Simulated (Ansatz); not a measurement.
Cartesian coordinates in Å:
```
C -0.289 -1.507 -0.224
O -0.300 -0.121 -0.066
Al 0.763 1.141 0.263
O 0.089 2.701 0.329
H 0.714 -1.937 -0.116
H -0.940 -1.975 0.520
H -0.665 -1.774 -1.217
H 0.627 3.471 0.511
```

Charge 0, multiplicity 2.

(1) List the CAM-B3LYP/def2-TZVPP orbital energies in eV (Ansatz 0.2.0). (Best estimate.)

Results:

(1) Computed: α occupied: -1526.50, -522.04, -522.00, -279.93, -114.51, -75.18, -75.15, -75.03, -29.24, -28.69, -20.46, -15.71, -14.68, -13.99, -13.82, -11.75, -10.81, -10.05, -9.59, -7.04. α empty: 0.43, 1.48, 2.07, 2.85, 3.67, 4.37, 4.63, 5.18. β occupied: -1526.43, -521.96, -521.94, -279.93, -114.39, -75.10, -74.97, -74.96, -29.10, -28.51, -20.40, -15.59, -14.51, -13.98, -13.78, -11.29, -10.75, -9.78, -9.55. β empty: -1.65, 1.00, 1.67, 2.30, 2.93, 3.83, 4.40, 4.67. ⟨S²⟩ = 0.752.
